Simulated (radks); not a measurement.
The numbers below are computed, except where a source is named.
Task: The boron ion B3+, [He]. Level of theory: non-relativistic Kohn-Sham, PBE, spin-polarised, spherical densities, point nucleus (a radial shooting solver on a logarithmic mesh with Libxc functionals). Every spin shell is full or empty, so the densities are truly spherical. Functionals are evaluated on that one density, not self-consistently. Rank these exchange functionals by their error against the exact value of the orbitals, and give that value: LDA, B88, OPTX, WC, SOGGA, G96, EV93, SCAN, r2SCAN.

Result: Exact: -2.88981 hartree. From best to worst, with 100 (|E| - |E exact|)/|E exact| (equal figures are ties): G96 -0.11, r2SCAN +0.20, SCAN +0.20, OPTX -0.33, B88 -0.51, WC -3.71, EV93 +4.20, SOGGA -6.26, LDA -14.05.
